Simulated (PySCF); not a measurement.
Method: PBE-D3(BJ)/def2-TZVP // B3LYP-D3(BJ)/def2-TZVP (PySCF). Gas-phase values, no solvent. 

Reference species (SMILES): `[F][Ga][F]` (neutral, multiplicity 2).

```
Item            Value
-------------  ------
dipole moment  2.22 D
```

Changed species: `[F][GaH]` (radical fragment; the reference has radical fragment).

Problem. Give the shifts of the dipole moment.

Solution. the dipole moment drops by 0.13 D, to 2.09 D.
